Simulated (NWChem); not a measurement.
BH2SeF; SMILES FB[SeH]

```xyz
5

B     -0.5687    -1.1025     0.0000
F      0.3156    -2.0837     0.0000
H     -1.7461    -1.3631     0.0000
Se     0.0885     0.7156     0.0000
H     -1.2595     1.2988     0.0000
```
Atoms are numbered in this order, from 1.

All runs: NWChem. Pople sets run with spherical d functions. Coordinates come from a PBE0/def2-SVP optimisation.

Task: What does the run give for PBE/6-31G*? Quantities: highest occupied level (eV); orbital gap (eV); dipole (D).

Result: 
```json
{
  "highest occupied level (eV)": "-6.46",
  "orbital gap (eV)": "5.07",
  "dipole (D)": "1.08"
}
```
